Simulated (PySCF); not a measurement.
Correlation energy of Ne³⁺ (neon, charge +3)

[He] 2s2 2p3, high-spin 4S determinant. All numbers are calculated (PySCF 2.14, no relativity, point nucleus, in aug-cc-pVTZ (5s4p3d2f, 46 functions)). Frozen: 1s2; 5 electrons correlated.

MP2 pair energies summed by pair of shells (mhartree):

```json
{"pair": "2s-2p", "energy": "-67.81", "share (%)": "66.9"}
{"pair": "2p-2p", "energy": "-23.84", "share (%)": "23.5"}
{"pair": "2s-2s", "energy": "-9.72", "share (%)": "9.6"}
```

Total MP2 correlation energy: -101.37 mhartree.

Same-spin part -29.23 and opposite-spin part -72.14 mhartree; SCS-MP2 scales them by 1/3 and 6/5 to -96.31 mhartree.
